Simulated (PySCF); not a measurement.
# Se: excitation energy

Se [Ar] 3d10 4s2 4p4 (3P) → Se [Ar] 3d10 4s2 4p3 5s1, s spin flipped, as a difference of total energies. All numbers are calculated (PySCF 2.14, no relativity, point nucleus, in dyall-av2z (16s12p8d, 92 functions)). Correlated levels: valence: [Ar] 3d10 frozen; virtual orbitals above 40 to 60 times the deepest correlated orbital energy dropped. The calculations carry no spin-orbit coupling.

| method | excitation energy (cm⁻¹) |
| --- | --- |
| UHF | 50166 |
| PBE | 53297 |
| PBE0 | 53881 |
| r2SCAN | 53648 |
| r2SCAN0 | 53626 |
| PW91 | 53617 |
| HSE06 | 54206 |
| MP2 (valence) | 51342 |
| SCS-MP2 (valence) | 51545 |

Problem. Estimate what LDA gives.

Solution. 54201 cm⁻¹, closest to HSE06 among the rows shown.

Problem. Estimate what TPSS gives.

Solution. 54183 cm⁻¹, closest to HSE06 among the rows shown.

The upper determinant mixes two multiplicities, so it lies between the two terms.

The promoted electron is Rydberg-like, and one or two diffuse shells describe it only roughly, which tends to raise the upper state.
